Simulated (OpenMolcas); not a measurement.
## Kr²⁺: CASPT2 settings compared

| Item | Value |
| --- | --- |
| Program | OpenMolcas 26.06 |
| Basis | ANO-RCC-VDZ [5s4p1d] |
| Scalar Hamiltonian | DKH2, point nucleus |
| Active space | 4 electrons in 3 orbitals (4p) |
| State averaging | 2S+1 = 3 even, 3 roots; 2S+1 = 1 even, 6 roots |
| Spin-orbit coupling | RASSI with atomic mean-field integrals over the reference wave functions, term energies averaged over their components |

Methods on the same reference wave functions:
A. CASSCF
B. SS-CASPT2, IPEA 0.75 Eh, real shift 0.2 Eh (closed shells correlated: 4s)
C. SS-CASPT2, IPEA 0.15 Eh, imaginary shift 0.05 Eh (closed shells correlated: 3d 4s)
D. SS-CASPT2, IPEA 0.75 Eh, sigma2 regulariser 0.2 Eh (closed shells correlated: 3d 4s)

Energies in cm-1 above 4s2 4p4 3P2, the measured ground level; measured values from Saloman, J. Phys. Chem. Ref. Data 36, 215 (2007).

```
      Level      A      B      C      D  Measured
4s2 4p4 3P2    0.0    0.0    0.0    0.0       0.0
4s2 4p4 3P1   4271   4270   4270   4270      4548
4s2 4p4 3P0   5294   5120   5090   5120      5313
4s2 4p4 1D2  17084  17000  16940  16940     14644
4s2 4p4 1S0  38891  33610  32630  33500     33080
```

Deviations, from unrounded energies. A percentage is the sum of absolute deviations over the sum of measured energies, with the sign that they share, or ± where signs differ.

```json
{"Against measurement": "mean absolute deviation (cm-1)", "Levels": "4", "A": "2100", "B": "840", "C": "810", "D": "790"}
{"Against measurement": "fine structure of the ground term (%)", "Levels": "2", "A": "-3.0", "B": "-4.7", "C": "-5.1", "D": "-4.7"}
{"Against measurement": "other terms of the ground configuration (%)", "Levels": "2", "A": "+17.3", "B": "+6.0", "C": "±5.8", "D": "+5.7"}
```

B, C, D lie about equally close to measurement and A furthest from it. The largest miss of D in the table is 4s2 4p4 1D2, by +2300 cm-1. The ranking rests on the paired levels alone, and a cruder setting can come out closer through cancelling errors.

Among B to D the level of the table that moves most is 4s2 4p4 1S0, by 980 cm-1 (lowest in C, highest in B). Moves below CASPT2's spread within the term are not significant.

From A to B the spin-free energies of the other terms of 4s2 4p4 shown, above 3P, scale by factors of 0.85 to 0.99.

The lowest spin-free term lies below A's lowest term by 0.011 hartree in B, 0.012 hartree in C, 0.012 hartree in D.

Term energies are means over components that CASPT2 splits; among the terms shown or strongly mixed into the levels shown the widest spread is 24 cm-1 (4s2 4p4 1D, D). With the s shell closed, the reference lacks s² → p² mixing. Some terms miss by over 15 % even with CASPT2, which points to a basis or an active space too small for the shells correlated (holds for B; C; D). Computed and measured levels are paired by configuration, term and J; levels that our copy of the source lacks, or whose pairing is in doubt (as where it misses far off the trend of its configuration), stay unpaired and out of the deviations. Levels of configurations outside the active space are missing.
